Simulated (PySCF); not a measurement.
IrF₃, triplet: molecular constants

Method: UPBE0/[Ir def2-SVP with ECP60, F def2-SVP], scalar-relativistic core potentials, density fitting, no spin–orbit coupling, PySCF.

The structure is a minimum.

| Item | Value |
| --- | --- |
| Point group | C2v |
| Bond lengths | Ir–F 1.838 Å (×2), Ir–F 1.852 Å |
| Bond angles | F–Ir–F 97.4° (×2), F–Ir–F 165.3° |
| Rotational symmetry number | 2 |
| Enthalpy at 298.15 K above 0 K | 15.58 kJ/mol |
| Highest occupied level (β) | -8.42 eV |
| Heat capacity Cp at 298.15 K | 67.0 J/(mol K) |
| Principal quadrupole moments (Buckingham, traceless) about the centre of mass | -6.07, 2.75, 3.32 D Å |
| Dipole moment | 2.15 D |
| Spin squared ⟨S²⟩ | 2.021 |
| Lowest empty level (β) | -4.68 eV |
| Principal polarisabilities | 25.4, 29.3, 36.6 bohr³ |
| Entropy at 298.15 K and 1 bar (electronic part: spin only) | 323.5 J/(mol K) |
| Atomisation energy without zero-point energy | 1145 kJ/mol |
| Zero-point energy | 15.8 kJ/mol |
| Rotational constants | 0.2613, 0.1335, 0.08835 cm⁻¹ |

Harmonic modes (masses in u: Ir 192.963, F 18.998):
```
symmetry  ω (cm⁻¹)  IR (km/mol)  μ (u)     type
      b2       127          4.5  19.95     bend
      a1       192          9.7  21.59     bend
      b1       196          6.4  23.05     bend
      a1       676         47.8  20.66  stretch
      a1       719          0.1  19.09  stretch
      b2       726          177  22.29  stretch
```

In C2v the vibrations span 2b2 + 3a1 + b1. Here b1 is antisymmetric to the molecular plane and b2 lies in it.

Charges (e):
```
atom  Mulliken  Löwdin  polar tensor  spin (Mulliken)  Mayer order to Ir1
 Ir1      1.01    0.43          1.58             1.55                   –
  F2     -0.31   -0.13         -0.47             0.06                1.03
F3,4     -0.35   -0.15         -0.55             0.19                0.99
```

Mulliken populations on Ir1 (electrons outside its core potential): s 2.65, p 6.28, d 6.99, f 0.07.

Outer orbital energies (eV). α occupied: -13.06, -13.00, -13.00, -12.30, -9.23, -9.14, -9.10, -9.08; empty: -4.38, -0.24, 0.42, 1.90. β occupied: -13.06, -12.85, -12.81, -12.22, -12.11, -11.61, -8.49, -8.42; empty: -4.68, -4.50, -3.86, 0.13.

Formally Ir is in oxidation state +3, d6, with 2 unpaired electrons (the high-spin count would be 4). The Mulliken spin on Ir is 1.55. The polar-tensor charge on Ir, 1.58, is far below the formal one.

Other isomers or separated fragments may lie lower. With open d or f shells other occupations or spin states may lie lower. No spin–orbit coupling is included, which matters more the heavier the element.

The final relaxation and frequency run took roughly 2 core-minutes on a shared host.
